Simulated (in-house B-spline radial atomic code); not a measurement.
Removal energies of one electron outside the [Ar] 3d10 core along the 29-electron series, with the parts due to correlation (partial-wave tail included) and to Breit and QED terms, both contained in the total; recoil is left out. Computed with a B-spline radial code for spherical atoms: frozen-core Dirac-Hartree-Fock with a screened correlation potential.

```csv
ion,Z,removal energy of 5p1/2 (eV),correlation part of 5p1/2 (eV),Breit and QED part of 5p1/2 (eV),removal energy of 5d3/2 (eV),correlation part of 5d3/2 (eV),Breit and QED part of 5d3/2 (eV)
Ag18+,47,267.72,0.64843,-0.14209,235.61,0.62315,-0.048541
Cd19+,48,293.81,0.66684,-0.16039,259.63,0.64428,-0.05617
In20+,49,321.08,0.68441,-0.18018,284.77,0.66443,-0.064525
Sn21+,50,349.53,0.70136,-0.20151,311.04,0.68368,-0.073639
Sb22+,51,379.16,0.71782,-0.22445,338.43,0.70212,-0.083542
Te23+,52,409.98,0.73391,-0.24907,366.94,0.71978,-0.094264
I24+,53,441.99,0.74939,-0.27542,396.58,0.73672,-0.10584
Xe25+,54,?,?,?,?,?,?
Cs26+,55,509.59,0.77907,-0.33368,459.23,0.76871,-0.13167
Ba27+,56,545.2,0.7933,-0.36572,492.24,0.78381,-0.14598
La28+,57,582.01,0.80741,-0.39981,526.38,0.79841,-0.16128
Ce29+,58,?,?,?,?,?,?
Pr30+,59,659.29,0.83425,-0.47442,598.05,0.82612,-0.19493
Nd31+,60,?,?,?,?,?,?
Pm32+,61,741.49,0.85993,-0.55817,674.23,0.85214,-0.23288
Sm33+,62,784.45,0.87271,-0.6037,714.01,0.86458,-0.25355
Eu34+,63,828.65,0.88495,-0.6518,754.94,0.87667,-0.27539
```

**Question.** Fill in the row of Xe25+.

**Answer.** removal energy of 5p1/2 (eV): 475.19; correlation part of 5p1/2 (eV): 0.76444; Breit and QED part of 5p1/2 (eV): -0.3036; removal energy of 5d3/2 (eV): 427.34; correlation part of 5d3/2 (eV): 0.75303; Breit and QED part of 5d3/2 (eV): -0.1183.

**Question.** Fill in the row of Ce29+.

**Answer.** removal energy of 5p1/2 (eV): 620.04; correlation part of 5p1/2 (eV): 0.82102; Breit and QED part of 5p1/2 (eV): -0.43601; removal energy of 5d3/2 (eV): 561.65; correlation part of 5d3/2 (eV): 0.8125; Breit and QED part of 5d3/2 (eV): -0.17758.

**Question.** Fill in the row of Nd31+.

**Answer.** removal energy of 5p1/2 (eV): 699.77; correlation part of 5p1/2 (eV): 0.84719; Breit and QED part of 5p1/2 (eV): -0.51511; removal energy of 5d3/2 (eV): 635.57; correlation part of 5d3/2 (eV): 0.83932; Breit and QED part of 5d3/2 (eV): -0.21335.
